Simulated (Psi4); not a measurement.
Complex: CH6OSi (SMILES CO[SiH3]) (first 9 atoms) with CH4 (SMILES C); geometry from B3LYP-D3(BJ)/def2-TZVP, rigid monomers moved along the line of their centres of mass till O2···H11 is 4.82 Å.
(charge 0, multiplicity 1):
```
atom    x (Å)    y (Å)    z (Å)
----  -------  -------  -------
C     -1.6050  -0.4673   0.3216
O     -0.5492   0.4651   0.1508
Si     0.9489   0.0400  -0.3829
H     -2.4791   0.0743   0.6816
H     -1.8598  -0.9563  -0.6241
H     -1.3413  -1.2340   1.0566
H      1.5554  -0.9886   0.5000
H      1.7615   1.2719  -0.3719
H      0.8809  -0.5210  -1.7568
C      0.0885   0.0603   5.7728
H     -0.1332   0.7315   4.9451
H     -0.8372  -0.3750   6.1483
H      0.7481  -0.7344   5.4260
H      0.5781   0.6125   6.5740
```

Method: SAPT0/jun-cc-pV(D+d)Z in Psi4 1.11.

Give the four SAPT terms and the total, and say what mostly holds the pair together.

electrostatics -0.02, exchange 0.00, induction 0.00, dispersion -0.08, total -0.10 kcal/mol; the largest attraction is dispersion.
